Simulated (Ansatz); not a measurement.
`C[O][SnH]([F])[O]C` at its PBE0-D4/def2-TZVP geometry, where that method's forces vanish. Charge 0, multiplicity 1. Sn takes the def2 core potential.

```csv
atom,x (Å),y (Å),z (Å)
C1,0.9592,2.1395,-0.0988
O2,0.9445,0.7661,-0.4287
Sn3,0.6211,-0.6045,0.9083
F4,-0.6097,0.2339,2.1208
O5,-0.3038,-2.0336,-0.0071
C6,-1.3922,-1.7566,-0.8677
H7,1.8701,2.4194,0.4449
H8,0.0932,2.4349,0.5026
H9,0.9373,2.7049,-1.0339
H10,1.9443,-1.1995,1.7740
H11,-2.2757,-1.4285,-0.3090
H12,-1.1466,-0.9935,-1.6141
H13,-1.6416,-2.6825,-1.3913
```

(1) For each bond, give half the difference of the two atoms' forces along it (eV/Å; positive pushes the atoms apart) under PBE-D4, r2SCAN-D4, B3LYP-D4, ωB97M-V in def2-TZVPP. (Estimate.)

## Answers

(1) Computed: 
```json
{"bond": "C1–O2", "length (Å)": "1.413", "PBE-D4": "0.22", "r2SCAN-D4": "0.28", "B3LYP-D4": "0.27", "ωB97M-V": "0.31"}
{"bond": "C1–H7", "length (Å)": "1.097", "PBE-D4": "0.07", "r2SCAN-D4": "-0.06", "B3LYP-D4": "-0.09", "ωB97M-V": "-0.10"}
{"bond": "C1–H8", "length (Å)": "1.095", "PBE-D4": "0.06", "r2SCAN-D4": "-0.07", "B3LYP-D4": "-0.09", "ωB97M-V": "-0.10"}
{"bond": "C1–H9", "length (Å)": "1.093", "PBE-D4": "0.11", "r2SCAN-D4": "-0.05", "B3LYP-D4": "-0.12", "ωB97M-V": "-0.12"}
{"bond": "O2–Sn3", "length (Å)": "1.942", "PBE-D4": "0.30", "r2SCAN-D4": "0.06", "B3LYP-D4": "0.14", "ωB97M-V": "-0.07"}
{"bond": "Sn3–F4", "length (Å)": "1.920", "PBE-D4": "0.45", "r2SCAN-D4": "0.08", "B3LYP-D4": "0.27", "ωB97M-V": "0.05"}
{"bond": "Sn3–O5", "length (Å)": "1.933", "PBE-D4": "0.30", "r2SCAN-D4": "0.07", "B3LYP-D4": "0.12", "ωB97M-V": "-0.08"}
{"bond": "Sn3–H10", "length (Å)": "1.690", "PBE-D4": "-0.13", "r2SCAN-D4": "-0.08", "B3LYP-D4": "-0.16", "ωB97M-V": "-0.14"}
{"bond": "O5–C6", "length (Å)": "1.415", "PBE-D4": "0.24", "r2SCAN-D4": "0.28", "B3LYP-D4": "0.27", "ωB97M-V": "0.30"}
{"bond": "C6–H11", "length (Å)": "1.096", "PBE-D4": "0.06", "r2SCAN-D4": "-0.07", "B3LYP-D4": "-0.09", "ωB97M-V": "-0.10"}
{"bond": "C6–H12", "length (Å)": "1.095", "PBE-D4": "0.06", "r2SCAN-D4": "-0.07", "B3LYP-D4": "-0.09", "ωB97M-V": "-0.10"}
{"bond": "C6–H13", "length (Å)": "1.093", "PBE-D4": "0.11", "r2SCAN-D4": "-0.04", "B3LYP-D4": "-0.11", "ωB97M-V": "-0.12"}
```

B3LYP here is the variant with VWN-RPA as its local correlation; programs differ in this.
